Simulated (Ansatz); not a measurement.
Several settings on one geometry of C9H21NO (relaxed from a model of N-butyl-N-methylpyrrolidinium hydroxide, whose bonding it doesn't keep) (that of the charge 0 singlet, PBE0-D4/def2-SVP). Ansatz on 4 threads of Arm Neoverse V2 on a shared host; times are rough.

Cartesian coordinates in Å:
```
C 4.1448 0.5896 0.2100
C 2.9284 -0.3223 0.2146
C 1.6049 0.4187 0.3794
C 0.4578 -0.5654 0.3983
N -0.8965 0.1294 0.4217
C -1.0543 1.1081 1.5268
C -1.9671 -0.9203 0.5424
C -3.1666 -0.3493 -0.1828
C -2.5035 0.2514 -1.4181
C -1.1773 0.8117 -0.9068
H 4.0867 1.3286 -0.6062
H 5.0793 0.0227 0.0759
H 4.2315 1.1521 1.1542
H 2.8821 -0.9073 -0.7190
H 3.0257 -1.0657 1.0261
H 1.5031 1.1175 -0.4744
H 1.6982 1.0721 1.2797
H 0.4751 -1.1434 1.3427
H 0.1832 -1.4544 -1.0106
H -0.8563 0.5925 2.4752
H -2.0687 1.5343 1.5351
H -0.3232 1.9149 1.3989
H -1.5724 -1.7872 -0.0061
H -2.1113 -1.1667 1.6028
H -3.6902 0.4124 0.4204
H -3.8989 -1.1321 -0.4267
H -2.2683 -0.5559 -2.1264
H -3.1135 1.0140 -1.9225
H -1.1996 1.8967 -0.7377
H -0.3505 0.5584 -1.5791
O -0.2661 -1.8578 -1.8752
H 0.1838 -2.6971 -2.0123
```

Totals from different functionals, basis sets or treatments of relativity can't be compared as stabilities.

Correlated methods freeze 11 core orbitals.

Scalar relativity in a set contracted without it gives distorted totals.

(1) Give the basis size and estimate the energy, ⟨S²⟩, dipole and time of these runs.

```tsv
run	method	charge	state	further keys
1	RKS B2GP-PLYP/def2-SVP	0	singlet	point_charges: [{charge: 2.00, position_ang: [8.120, -0.147, 0.677]}]; pseudopotentials: {relativity: scalar}; forces asked
2	RKS PBE0-D4/cc-pVDZ	0	singlet	scf: {omitted_lower_state_checks: [starts]}; forces asked
3	RKS r2SCAN50/STO-3G	0	singlet	scf: {omitted_lower_state_checks: [starts]}
```

## Answers

(1) 
| run | functions | energy (Eh) | ⟨S²⟩ | dipole (D) | wall time |
| --- | --- | --- | --- | --- | --- |
| 1 | 259 | -484.6775 | – | 7.95 | 48 s |
| 2 | 259 | -484.9593 | – | 4.28 | 11 s |
| 3 | 76 | -479.1929 | – | – | 3.9 s |
